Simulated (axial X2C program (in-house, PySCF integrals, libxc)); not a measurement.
## SnC⁺: from the spin-free to the two-component result

All values were computed with an in-house all-electron X2C program for linear molecules (integrals from PySCF). Spin-free means the one-electron spin-free X2C Hamiltonian; two-component (2c) means X2C with spin–orbit coupling and atomic mean-field two-electron Coulomb and Gaunt terms, so the difference of the two also holds small scalar two-electron terms. Basis: Sn dyall-cv3z [11s12p9d4f1g], C dyall-v3z [7s6p2d1f] (cores contracted in-house); Gaussian nuclei, density fitting, unrestricted open shells. Masses: Sn 119.902 u, C 12.000 u.

Spin-free state: M_S = 3/2, Λ = 0 (beyond evenly filled blocks: σα, π+α, π-α); fragments Sn+ + C.

| level | Re (Å) | ωe (cm⁻¹) | De (eV) | μ (D) |
| --- | --- | --- | --- | --- |
| PBE0 | 2.108 | 607.8 | 2.848 | -0.71 |

Dipoles are positive if C is the positive end and refer to the centre of mass.

Two-component determinant lowest at the distance of the search:

Ω = 3/2 (⟨Sz⟩ = 1.49, ⟨Lz⟩ = 0.01 at PBE0); fragments Sn+ + C.

```tsv
level	Re (Å)	ωe (cm⁻¹)	μ (D)
PBE0	2.108	605.4	-0.70
```

Task: From the two tables, how do the constants change at the PBE0 level (2c against spin-free)?

Result: At the PBE0 level Re is unchanged within 0.001 Å and ωe drops by 2.4 cm⁻¹.

One determinant describes the state; a PBE0 search over occupations chose it and may have missed a lower one. De is counted from the lowest determinant-based energies of the atoms at the same level, without counterpoise correction. De is not given where an atomic determinant may have missed its ground term or J level, or where the truncated virtual space spoils (T). Density functionals use the spin component along the axis (collinear). Without a current term, density functionals place determinants with orbital angular momentum somewhat too high. With several unpaired electrons one determinant need not be a pure state. This is the top spin component of a Σ state; components of lower Ω are not single determinants and can lie lower.
